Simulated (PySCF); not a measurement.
Al(F)(Br)(OMe) (CH₃AlBrFO), SMILES C[O][Al]([F])[Br]. Coordinates come from a PBE-D3(BJ)/def2-SVP optimisation. The structure was generated by enumeration; whether it is a known compound was not checked. One conformer was computed; it need not be the lowest.

Computed equilibrium geometry at PBE-D3(BJ)/def2-SVP (PySCF confirms it by a frequency run) as bond lengths and angles, and its point group (one conformer of several):
point group Cs.
Atoms: Al1 F2 Br3 O4 C5 H6 H7 H8. Bonded distances (Å): Al1–F2 1.666, Al1–Br3 2.248, Al1–O4 1.694, O4–C5 1.407, C5–H6 1.112, C5–H7 1.112, C5–H8 1.114. Bond angles (°): F2–Al1–Br3 119.7, F2–Al1–O4 118.0, Br3–Al1–O4 122.3, Al1–O4–C5 135.4, O4–C5–H6 110.2, O4–C5–H7 110.2, O4–C5–H8 113.1, H6–C5–H7 107.5, H6–C5–H8 107.8, H7–C5–H8 107.8.
Charge 0, spin multiplicity 1.
